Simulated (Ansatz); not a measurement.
`C[SiH](O)C(N)=O` + H–F → `C[SiH](O)F` + `NC=O`  (ligand exchange at the Si–C bond)

Program: Ansatz. Geometries: PBE0-D4/def2-TZVP. ΔE: electronic, gas phase. CBS: MP2 limit from def2 TZ/QZ plus the TZ coupled-cluster correction, frozen cores. This one scheme is used for every species. Functionals use def2-TZVPP. Each species was taken in one conformer, which may not be the lowest.

Question: Is it downhill or uphill in electronic energy at CCSD(T)/CBS, and by how much? (Estimate.)

Answer: Computed: Downhill: ΔE = -1.66 eV.

Question: What do these levels give: PBE0-D4, ωB97X-V, ωB97M-V, PBE, HF/def2-TZVPP, MP2/def2-TZVPP, CCSD(T)/def2-TZVPP, HF/def2-QZVPP, MP2/def2-QZVPP, SCS-MP2/def2-QZVPP, HF/CBS(def2), MP2/CBS(def2)? (Best estimate.)

Answer: Ansatz gave: PBE0-D4 -1.59, ωB97X-V -1.70, ωB97M-V -1.69, PBE -1.60, HF/def2-TZVPP -2.03, MP2/def2-TZVPP -1.68, CCSD(T)/def2-TZVPP -1.67, HF/def2-QZVPP -2.05, MP2/def2-QZVPP -1.68, SCS-MP2/def2-QZVPP -1.75, HF/CBS(def2) -2.06, MP2/CBS(def2) -1.67 eV.

Largest T1 diagnostic among the species: 0.016.

From PBE to PBE0 (25 % exact exchange), in def2-TZVPP and without D4, ΔE moves by −0.06 eV. In def2-TZVPP, CCSD(T) changes the Hartree–Fock value by +0.36 eV (the triples alone add +0.06 eV) and MP2 by +0.35 eV.
